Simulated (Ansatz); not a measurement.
Barrier from R1 to the saddle point P1, each structure at its B3LYP-D3(BJ)/def2-TZVP stationary point, reached from a drawn start; harmonic modes at that level show the others as minima.
P1, H4InSb, a first-order saddle point (one imaginary mode, 500i cm⁻¹) (charge 0, multiplicity 1, Z-matrix in Å and degrees):
```
Sb
H 1 1.6782
H 1 1.6782 2 103.41
In 1 2.6705 2 128.29 3 180.00
H 4 1.7042 1 111.39 2 0.00
H 4 1.7042 5 137.22 1 180.00
```
R1, H4InSb (SMILES [InH2][SbH2]) (charge 0, multiplicity 1):
```xyz
6

In    -1.129     0.000    -0.353
Sb     1.683     0.000    -0.431
H     -1.996     1.505    -0.370
H     -1.996    -1.505    -0.370
H      1.719     1.231     0.762
H      1.719    -1.231     0.762
```

P less R. No zero-point or thermal terms; no spin–orbit coupling. No path was followed down from the saddle.

Frozen-core correlation throughout. In cc and def2 sets filled d and f shells under p-block atoms count as core.

The values were computed with Ansatz (Gaussian basis) for Hartree–Fock, density functionals and correlated methods. All values are computed, each at the level named. Elements past Kr take the def2 small-core potentials, without spin–orbit coupling.

Problem. Estimate the barrier height that r2SCAN/def2-TZVPP returns for this input.

Solution. 80 kJ/mol

Problem. Estimate the barrier height that SVWN5/def2-TZVPP returns for this input.

Solution. 71 kJ/mol

Problem. Estimate the barrier height that SCS-MP2/def2-QZVPP returns for this input.

Solution. 81 kJ/mol

Ansatz is a program for electronic structure.
